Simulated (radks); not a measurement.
Problem. The mean radii <r> (bohr) of the occupied orbitals of an atom or ion are listed with their occupations. Method: scalar-relativistic Kohn-Sham, SCAN, spin-polarised, spherical densities, finite nucleus; meta-GGA in the generalised Kohn-Sham scheme; Fermi nuclear charge, rms radius of each element as measured or else 0.836 A^(1/3) + 0.57 fm; computed with a radial shooting solver on a logarithmic mesh with Libxc functionals.

orbital  occ.      <r>
1s          2  0.02274
2s          2  0.09673
2p          6  0.08523
3s          2   0.2499
3p          6   0.2472
3d         10   0.2236

Name the element and its charge. Open shells, if any, are filled with parallel spins first.

Solution. Z = 62, samarium, charge +34: Sm34+ in [Ar] 3d10. The 1s radius gives Z: for a bare nucleus <r> = (2 gamma + 1)/(2Z) with gamma = sqrt(1 - (Z/c)^2), 0.02245 bohr for Z = 62, and screening makes it slightly larger (0.02274 here). The occupations add up to 28, and the charge is Z minus that.
